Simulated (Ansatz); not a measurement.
Cost and result for the atomization energy of CH₃BS₂, SMILES `S=CBS` (7 atoms, 6 bonds).

Cartesian coordinates in Å:
```
S -0.886 -1.807 0.208
C -0.449 -0.373 0.806
B 0.335 0.748 0.018
S 0.813 0.531 -1.660
H -0.718 -0.159 1.843
H 0.623 1.776 0.549
H 0.281 -0.715 -1.764
```

Total charge 0; spin multiplicity 1. All single points use the PBE0-D4/def2-TZVP geometry. It is one conformer, not always the lowest. Program: Ansatz. Hardware: A = 2 threads of an AMD EPYC 7R13 on a shared host; B = 2 threads of an AMD EPYC 7R13 on a shared host and a share of an NVIDIA H100 80 GB. Times are those of one run each, without the atoms' runs, and a repeat can differ threefold. Electronic energies, without spin–orbit coupling; frozen cores. CCSD(T)/CBS extrapolates def2-TZVPP and def2-QZVPP, and its time is that of the two runs behind it. T1 = 0.017; the RHF reference is unstable towards UHF. B3LYP takes the VWN-RPA correlation (the form of Gaussian; ORCA's B3LYP/G).

CCSD(T)/CBS is a level of theory with its own doubt, some kJ/mol a heavy atom from the limit and from the frozen cores, so smaller differences don't rank the functionals.

| level | functions | wall time |
| --- | --- | --- |
| PBE-D4/def2-TZVPP (with forces) [A] | 188 | 2.3 s |
| PBE0-D4/def2-TZVPP [A] | 188 | 2.4 s |
| B3LYP-D4/def2-TZVPP (with forces) [A] | 188 | 3.5 s |
| r2SCAN-D4/def2-TZVPP (with forces) [A] | 188 | 3.6 s |
| B2PLYP/def2-TZVPP [A] | 188 | 5.5 s |
| ωB97X-V/def2-TZVPP [A] | 188 | 6 s |
| ωB97M-V/def2-TZVPP (with forces) [A] | 188 | 8 s |
| CCSD(T)/def2-TZVPP [B] | 188 | 9.5 s |
| CCSD(T)/def2-QZVPP [B] | 344 | 24 s |
| CCSD(T)/CBS(def2) | – | 33 s |

Problem. What atomization energy does each give, and how far from CCSD(T)/CBS? (Best estimate.)

Solution. Computed: 
| level | atomization (kJ/mol) | difference from CCSD(T)/CBS | per bond |
| --- | --- | --- | --- |
| PBE-D4/def2-TZVPP (with forces) [A] | 2564.0 | 96.1 | 16.0 |
| PBE0-D4/def2-TZVPP [A] | 2503.6 | 35.7 | 6.0 |
| B3LYP-D4/def2-TZVPP (with forces) [A] | 2479.8 | 11.9 | 2.0 |
| r2SCAN-D4/def2-TZVPP (with forces) [A] | 2506.3 | 38.4 | 6.4 |
| B2PLYP/def2-TZVPP [A] | 2450.1 | -17.8 | -3.0 |
| ωB97X-V/def2-TZVPP [A] | 2483.1 | 15.2 | 2.5 |
| ωB97M-V/def2-TZVPP (with forces) [A] | 2498.1 | 30.2 | 5.0 |
| CCSD(T)/def2-TZVPP [B] | 2400.0 | -67.9 | -11.3 |
| CCSD(T)/def2-QZVPP [B] | 2439.3 | -28.6 | -4.8 |
| CCSD(T)/CBS(def2) | 2467.9 | 0.0 | 0.0 |

The D4 term adds +28.2 kJ/mol with B3LYP and +14.5 kJ/mol with PBE0; it sums over pairs of atoms, weighted by their polarisabilities, and B3LYP, whose exchange is more repulsive, gets the larger term. In def2-TZVPP, CCSD(T) changes the Hartree–Fock value by +635.6 kJ/mol (the triples alone add +57.2 kJ/mol) and MP2 by +692.3 kJ/mol; breaking electron pairs costs correlation energy, which Hartree–Fock lacks. From PBE to PBE0 (25 % exact exchange), in def2-TZVPP and without D4, the atomization energy moves by −57.7 kJ/mol: exact exchange takes away binding that semilocal exchange gives to molecules.
